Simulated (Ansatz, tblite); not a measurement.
Removing and adding an electron: Zn₄O₄H₁₄. The state is a singlet with charge 0. Geometry: r2SCAN-D4/def2-SVP. Ansatz, gas phase; energy differences of separate SCF runs; the oxidised species was run as a doublet alone; the reduced species was run as a doublet alone.

```xyz
22

Zn   -0.678    1.192   -1.800
O    -1.786   -0.486    1.092
Zn   -0.148   -1.432   -2.171
O     1.140    0.067   -1.969
O     1.095   -0.432    1.055
Zn   -0.249   -0.333    2.476
Zn    1.518    1.038   -0.195
O    -0.473    1.749    2.252
H    -1.327   -0.486   -1.394
H    -1.303    1.944   -2.999
H    -1.553   -0.518    0.128
H    -2.551   -1.065    1.210
H     0.335   -2.748   -0.505
H    -0.119   -2.647   -3.117
H     1.756    0.252   -2.691
H     0.509   -2.123   -0.082
H     1.901   -0.884    1.343
H    -0.366   -0.998    3.863
H    -0.176    1.699   -0.273
H     2.733    1.998   -0.058
H    -0.512    1.901    1.277
H     0.253    2.313    2.557
```

The xTB rows come from tblite. In the singlet geometry the species has come apart into loosely held pieces. In the singlet, H13 and H16 lie 0.77 Å apart (atoms count from 1), so H2 has formed as a molecule. In the doublet geometry the species has come apart into loosely held pieces.

(1) Estimate orbital energies and vertical ionisation energies and electron affinities at: GFN1-xTB; GFN2-xTB; PBE-D4/def2-TZVP; PBE0-D4/def2-TZVP; ωB97M-V/def2-TZVP.

Answers

(1) 
```csv
level,−HOMO (eV),vertical IE (eV),−LUMO (eV),vertical EA (eV),HOMO–LUMO gap (eV),IE − EA (eV),remarks
GFN1-xTB,10.32,12.65,4.67,2.54,5.65,10.11,–
GFN2-xTB,10.75,13.04,4.30,2.04,6.45,11.00,–
PBE-D4/def2-TZVP,6.27,–,1.61,-0.06,4.66,–,HOMO above zero (-1 doublet)
PBE0-D4/def2-TZVP,7.47,9.15,0.79,-0.36,6.68,9.51,HOMO above zero (-1 doublet)
ωB97M-V/def2-TZVP,9.72,9.74,-0.62,-0.74,10.34,10.47,HOMO above zero (-1 doublet)
```

Relaxing the oxidised species (r2SCAN-D4/def2-SVP) changes its energy by -0.92 eV at PBE0-D4/def2-TZVP, so the adiabatic ionisation energy to this nearest minimum is 8.23 eV. In the charge 1 doublet, H13 and H16 lie 0.77 Å apart (atoms count from 1), so H2 has formed as a molecule. Run but left out: PBE-D4/def2-TZVP (charge +1 doublet: an occupied level 0.00 eV above an empty one).   A HOMO above zero means that the electron is unbound at that level or that self-interaction error raises the level; the energy of removing that electron tells which. Raw xTB energy differences between charge states are shifted by several eV; the methods need an empirical correction for them. Sets without diffuse functions give affinities that are too small. A negative affinity means that the extra electron isn't bound; its size then hangs on the basis.
